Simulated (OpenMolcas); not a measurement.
An atom or ion with 48 electrons was computed by MS-RASPT2, IPEA 0.25 Eh, imaginary shift 0.1 Eh with spin-orbit coupling (OpenMolcas, ANO-RCC-VTZP, DKH2). The lowest levels that the run gave, each within 12 % of the measured value where one is at hand:

```tsv
J	Parity	E (cm-1)	g
0	even	0.0	
0	odd	75540	
1	odd	78240	1.492
2	odd	85420	1.501
1	odd	110320	1.009
0	even	176470	
1	even	181880	1.501
2	even	182650	1.166
```

Q: Which ion is it, and what are the configurations and terms?

A: Te4+ (Z = 52, charge +4; active space 2 electrons in 9 orbitals (RAS2 5s 5p; RAS3 5d, at most 2 electrons)). J, parity and g give the terms where levels are pure, and mixed ones are named by the computed weights; the size of the splittings, set against known spectra of the 48-electron sequence, gives the charge. In order, with the measured energies in cm-1 (Moore, Atomic Energy Levels, vol. III, NSRDS-NBS 35 (1971 reprint of NBS Circular 467, 1958)): 5s2 1S0, 5s 5p 3P* 0, 5s 5p 3P* 1, 5s 5p 3P* 2, 5s 5p 1P* 1 (111707), 5p2 3P0 (176248), 5p2 3P1 (182419), 5p2 1D2 [67 %] (182797).

Term energies are means over components that CASPT2 splits; among the terms shown or strongly mixed into the levels shown the widest spread is 19 cm-1 (5p2 1D). Active for correlation alone: 5d; no level in the range computed is led by a configuration that fills it, so any true level of that kind is missing. Some terms mix strongly with configurations of 5d, whose occupation reaches 0.24 (5p2 1D). Computed and measured levels are paired by configuration, term and J; levels that our copy of the source lacks, or whose pairing is in doubt (as where it misses far off the trend of its configuration), stay unpaired and out of the deviations. Only configurations of the active space appear.

A share in square brackets marks a mixed level and gives the weight of the term that names it. * marks odd parity.
